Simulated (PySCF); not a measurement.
# KSn and its ions

PBE0; basis K def2-SVPD, Sn def2-SVPD with ECP28; scalar-relativistic core potentials; PySCF 2.14. Neutral (UKS): quartet (σ ↑, π ↑↑), Re = 3.281 Å, ωe = 136 cm⁻¹, De = 1.33 eV, HOMO -3.67 eV, LUMO -1.60 eV.

KSn⁺ (UKS): triplet (σ ↑, π ↑), Re = 3.880 Å, ωe = 67.2 cm⁻¹, De = 0.37 eV to K⁺ + Sn. The energies at the minima are -813.96560 hartree for KSn and -813.76992 for KSn⁺.

(1) Work out the adiabatic ionisation energy, without and with harmonic zero-point energies (1 hartree = 27.2114 eV, 1 eV = 8065.5 cm⁻¹), and the change of the bond length.

Weak bonds: KSn⁺. Basis-set superposition, not corrected here, can be much of De in a small basis, most of all at correlated wavefunction levels. Spin–orbit coupling is left out, which matters for elements this heavy, above all for dissociation energies. For an ion De counts to the pair picked by the measured ionisation energies or electron affinities, which need not be the lowest pair at this level. States were picked by a PBE0 search and need not be the measured ground states.

Answers

(1) At PBE0: 0.19568 hartree = 5.325 eV between the minima; the zero-point term (67.2 − 136.0)/2 cm⁻¹ = -0.004 eV makes it 5.320 eV. Re changes by +59.9 pm against the neutral. The electron leaves a π orbital, and the ion is left as a loose complex of an ion and an atom.
